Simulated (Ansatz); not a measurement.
One change: `CB(N)C=[Se]` becomes `CB(N)[SiH2]O`.

Ansatz, PBE0-D4/def2-TZVP geometries, multiplicity 1. Each molecule was computed in one conformer, which needn't be the lowest.

Scalar relativity is left out up to krypton. Spin–orbit coupling is left out; it splits and shifts lone-pair levels of the heavy atoms by tenths of an eV.

| property | `CB(N)C=[Se]` |
| --- | --- |
| size of the dipole moment (B3LYP/def2-TZVPP) / D | 3.32 |
| HOMO–LUMO gap (PBE/def2-TZVPP) / eV | 1.16 |
| HOMO–LUMO gap (PBE0/def2-TZVPP) / eV | 3.15 |
| HOMO energy (ωB97M-V/def2-TZVPP) / eV | -8.17 |
| size of the dipole moment (ωB97M-V/def2-TZVPP) / D | 3.23 |
| LUMO energy (PBE0/def2-TZVPP) / eV | -2.83 |

Give the same properties after the change, and the shifts. (Estimate.)

The calculation gave: 
```tsv
property	`CB(N)[SiH2]O`	shift
size of the dipole moment (B3LYP/def2-TZVPP) / D	3.17	-0.15
HOMO–LUMO gap (PBE/def2-TZVPP) / eV	4.56	3.40
HOMO–LUMO gap (PBE0/def2-TZVPP) / eV	6.74	3.59
HOMO energy (ωB97M-V/def2-TZVPP) / eV	-9.42	-1.25
size of the dipole moment (ωB97M-V/def2-TZVPP) / D	3.20	-0.03
LUMO energy (PBE0/def2-TZVPP) / eV	-0.51	2.32
```

With PBE0 the HOMO falls by 1.28 eV and the LUMO rises by 2.32 eV, so the gap widens by about 3.60 eV. PBE moves the HOMO by -1.17 eV and ωB97M-V by -1.25 eV. Dipoles are sizes alone; their direction can turn.

B3LYP here is the variant with VWN-RPA as its local correlation; programs differ in this.
